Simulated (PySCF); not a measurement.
CdMeEt, C₃H₈Cd (singlet state).
Bonds: Cd1–C2, Cd1–C6, C6–C7. Hydrogens: H3, H4, H5 on C2; H8, H9 on C6; H10, H11, H12 on C7.

Method used: PBE0-D3(BJ)/def2-SVP geometry optimisation, gas phase, def2 core potentials past Kr in PySCF.

(1) Give the optimised bond lengths and angles.

Results:

(1) 
| bond | length (Å) |
| --- | --- |
| Cd1–C2 | 2.118 |
| Cd1–C6 | 2.131 |
| C2–H3, C2–H4, C2–H5 | 1.101 |
| C6–C7 | 1.527 |
| C6–H8, C6–H9 | 1.104 |
| C7–H10, C7–H11, C7–H12 | 1.103 |

Bonds in one row agree within 0.01 Å and their mean is given. A selection of angles:
| angle | degrees |
| --- | --- |
| C2–Cd1–C6 | 179.8 |
| Cd1–C2–H3 | 111.0 |
| H3–C2–H4 | 107.9 |
| Cd1–C6–C7 | 115.7 |
| Cd1–C6–H8 | 107.4 |
| C7–C6–H8 | 110.2 |
| H8–C6–H9 | 105.5 |
| C6–C7–H10 | 112.0 |
| H10–C7–H11 | 106.6 |

The 4 heavy atoms lie in one plane (0.000 Å rms).

No PBE0-D3(BJ)/def2-SVP frequencies stand behind this structure, so it isn't proved a minimum.

Hardware: Arm Neoverse V1, one thread, shared host. Cost: 49 s of wall time. That covers the optimisation of the geometry.
